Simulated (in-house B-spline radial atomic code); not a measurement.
Radial electron density of Li2+, 1s1. Level of theory: scalar-relativistic (X2C) LC-wPBE, spin-polarised, spherical fractional occupations, exact exchange averaged over the configuration, Fermi nucleus of rms radius 2.444 fm; calculated with a B-spline radial code for spherical atoms.

Columns: r (bohr), 4πr²n(r) (electrons per bohr), bar.

```
  0.0194  0.03679 #
  0.0219  0.04615 #
  0.0246  0.05726 ##
  0.0277  0.07121 ##
  0.0312  0.08841 ##
  0.0351   0.1092 ###
  0.0396   0.1353 ####
  0.0446   0.1664 #####
  0.0502   0.2037 ######
  0.0565   0.2483 #######
  0.0636   0.3012 ########
  0.0716   0.3636 ##########
  0.0807   0.4369 ############
  0.0908   0.5201 ##############
   0.102    0.613 #################
   0.115   0.7199 ####################
    0.13   0.8396 #######################
   0.146   0.9607 ##########################
   0.164    1.086 ##############################
   0.185    1.217 #################################
   0.209    1.342 #####################################
   0.235    1.449 ########################################
   0.264    1.534 ##########################################
   0.298    1.591 ############################################
   0.335    1.607 ############################################
   0.378    1.579 ###########################################
   0.425    1.504 #########################################
   0.479    1.382 ######################################
   0.539    1.223 #################################
   0.607    1.034 ############################
   0.684   0.8304 #######################
    0.77   0.6319 #################
   0.867   0.4519 ############
   0.976   0.3022 ########
     1.1   0.1863 #####
    1.24    0.105 ###
    1.39  0.05542 ##
    1.57  0.02506 #
    1.77  0.01011
```

On this grid the curve has 1 maximum, near 0.335 bohr.

The 1s up radial function P(r) = rR(r), positive near the nucleus:

```csv
r (bohr),P
0.00667,0.06877
0.00845,0.08657
0.0107,0.1088
0.0136,0.137
0.0172,0.1712
0.0219,0.2148
0.0277,0.2669
0.0351,0.3305
0.0446,0.4079
0.0565,0.4983
0.0716,0.603
0.0908,0.7212
0.115,0.8485
0.146,0.9801
0.185,1.103
0.235,1.204
0.298,1.261
0.378,1.256
0.479,1.176
0.607,1.017
0.77,0.7949
0.976,0.5497
1.24,0.3241
1.57,0.1583
```
